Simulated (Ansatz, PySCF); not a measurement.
Al(H)(NMe2)(SH) (C₂H₈AlNS), SMILES C[N](C)[AlH][SH]. Atoms are numbered in the order given.

```xyz
13

Al    -0.7853    -0.1737    -0.4132
H     -2.0050    -0.9738    -1.0159
N      0.5610    -1.0134     0.3834
C      1.7089    -0.3373     0.9561
C      0.6209    -2.4549     0.5263
H      1.8040    -0.5400     2.0411
H      2.6546    -0.6597     0.4775
H      1.6273     0.7541     0.8282
H      1.5140    -2.8805     0.0273
H      0.6644    -2.7608     1.5904
H     -0.2676    -2.9304     0.0797
S     -0.6632     2.0059    -0.5128
H     -1.8371     2.1355    -1.1619
```
Charge 0, spin multiplicity 1.

Geometry: ωB97X-D3(BJ)/def2-SVP. The structure was generated by enumeration; whether it is a known compound was not checked. Other conformers were not sampled.

Two levels are set side by side: PBE-D3(BJ)/def2-SVP (Ansatz, a program for electronic structure) and ωB97X-D3(BJ)/def2-SVP (PySCF). Each level has its own optimised geometry; the coordinates shown are those of the second. Frequencies come from the Hessian of PySCF at each geometry. Differences are taken from unrounded values.

| quantity | ωB97X-D3(BJ) |
|---|---|
| mean bond length (Å) | 1.369 |
| bond Al1–N3 (Å) | 1.775 |
| bond Al1–S12 (Å) | 2.185 |
| bond N3–C4 (Å) | 1.450 |
| bond N3–C5 (Å) | 1.450 |
| bond Al1–H2 (Å) | 1.578 |
| bond C4–H6 (Å) | 1.108 |
| bond C4–H7 (Å) | 1.108 |
| bond C4–H8 (Å) | 1.102 |
| bond C5–H9 (Å) | 1.108 |
| bond C5–H10 (Å) | 1.108 |
| bond C5–H11 (Å) | 1.102 |
| bond S12–H13 (Å) | 1.348 |
| highest harmonic wavenumber (cm⁻¹) | 3141 |
| mean harmonic wavenumber (cm⁻¹) | 1326 |
| zero-point energy (kcal/mol) | 62.57 |

### Question
What does PBE-D3(BJ) give, and how far is it from ωB97X-D3(BJ)? (An estimate is asked for; the answer gives what the named calculation found.)

### Answer

| quantity | PBE-D3(BJ) | PBE-D3(BJ) minus ωB97X-D3(BJ) |
|---|---|---|
| mean bond length (Å) | 1.379 | 0.010 |
| bond Al1–N3 (Å) | 1.795 | 0.020 |
| bond Al1–S12 (Å) | 2.209 | 0.023 |
| bond N3–C4 (Å) | 1.451 | 0.001 |
| bond N3–C5 (Å) | 1.451 | 0.001 |
| bond Al1–H2 (Å) | 1.592 | 0.013 |
| bond C4–H6 (Å) | 1.117 | 0.009 |
| bond C4–H7 (Å) | 1.117 | 0.009 |
| bond C4–H8 (Å) | 1.109 | 0.008 |
| bond C5–H9 (Å) | 1.117 | 0.009 |
| bond C5–H10 (Å) | 1.117 | 0.009 |
| bond C5–H11 (Å) | 1.110 | 0.007 |
| bond S12–H13 (Å) | 1.363 | 0.015 |
| highest harmonic wavenumber (cm⁻¹) | 3039 | -103 |
| mean harmonic wavenumber (cm⁻¹) | 1270 | -56 |
| zero-point energy (kcal/mol) | 59.92 | -2.65 |

GGA bonds tend to be longer and softer than those of functionals with exact exchange. Differences between two approximate levels are no errors against the true value.
